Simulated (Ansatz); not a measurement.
Cartesian coordinates in Å:
```
F 0.8862 0.5088 0.9570
C 0.1006 -0.0508 0.0496
F 0.5849 -1.2508 -0.2313
Br -1.6805 -0.2375 0.7778
Br 0.1087 1.0302 -1.5532
```

The species carries charge 0 and has multiplicity 1.

Question: List the CAM-B3LYP/def2-TZVPP orbital energies in eV (Ansatz 0.2.0). (Best estimate.)

Answer: Computed: Occupied: -13141.88, -13141.88, -1703.37, -1703.37, -1535.15, -1535.15, -1535.04, -1535.04, -1535.04, -1535.04, -675.46, -675.45, -286.62, -239.45, -239.45, -180.47, -180.47, -180.12, -180.12, -180.12, -180.12, -74.79, -74.79, -74.69, -74.69, -74.69, -74.69, -74.40, -74.40, -74.40, -74.40, -38.46, -36.60, -25.72, -24.30, -21.06, -18.76, -17.59, -17.56, -15.24, -14.53, -14.28, -12.00, -11.12, -10.80, -10.31, -9.95. Lowest empty: -0.58, 1.00, 3.45, 3.63, 4.48, 5.15, 6.62, 6.99.
